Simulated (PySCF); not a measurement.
# Nuclear quadrupole coupling in `O=CC1CCOCC1`

Species: C6H10O2.
Z-matrix (Å and degrees, GFN2-xTB geometry), rows numbered from 1:
```
O 
C   1  1.1981
C   2  1.5080  1  126.06
C   3  1.5322  2  111.38  1   140.96
C   4  1.5308  3  109.28  2   -71.96
O   5  1.4055  4  111.66  3   -57.82
C   6  1.4107  5  111.57  4    61.87
C   7  1.5304  6  112.11  5   -60.78
H   2  1.1102  1  120.90  3  -177.89
H   3  1.0992  2  104.79  1  -101.38
H   4  1.0910  3  110.96  2    49.28
H   4  1.0912  3  109.26  2   169.07
H   5  1.1028  4  109.36  3    64.08
H   5  1.0921  4  110.90  3  -175.72
H   7  1.0915  6  105.78  5   178.46
H   7  1.1000  6  109.81  5    61.10
H   8  1.0899  3  109.99  2   -47.74
H   8  1.0910  3  109.43  2  -167.55
```

Field gradients from the PBE0/pcSseg-1 density (PySCF, non-relativistic), principal values in atomic units, ordered |Vxx| ≤ |Vyy| ≤ |Vzz|:

```
atom     Vxx     Vyy      Vzz
  O1  0.4157  1.6021  -2.0178
  O6  0.0376  1.9443  -1.9819
```

**Question.** Find the asymmetry η = (Vxx − Vyy)/Vzz and the couplings χ = eQV/h (234.96 MHz × Q in barn × V in au), with Q(17O) = −0.0256 b.

**Answer.** 
| atom | environment | nucleus | η | χzz (MHz) | χxx (MHz) | χyy (MHz) |
| --- | --- | --- | --- | --- | --- | --- |
| O1 | aldehyde oxygen | 17O | 0.59 | 12.14 | -2.50 | -9.64 |
| O6 | cyclic ether oxygen | 17O | 0.96 | 11.92 | -0.23 | -11.70 |

At O6 η is above 0.9: Vyy and Vzz are nearly equal in size and opposite in sign, so a small change could swap them and flip the sign of χzz. 

**Question.** What is Vzz at O1 in SI units (1 au = 9.71736 × 10²¹ V/m²)?

**Answer.** -2.0178 au = -19.608 × 10²¹ V/m².

Were the hydrogens deuterons (Q(2H) = 0.00286 b), χzz would run from 179 kHz (H9) to 206 kHz (H11, H18 and H17).

One conformer (not necessarily the lowest) at the GFN2-xTB geometry, without solvent, vibrations or thermal averaging. GFN2-xTB bond lengths can be off by several hundredths of an ångström, more for odd bonds, and the gradients follow them. With so small a basis the couplings can be 20 % off.
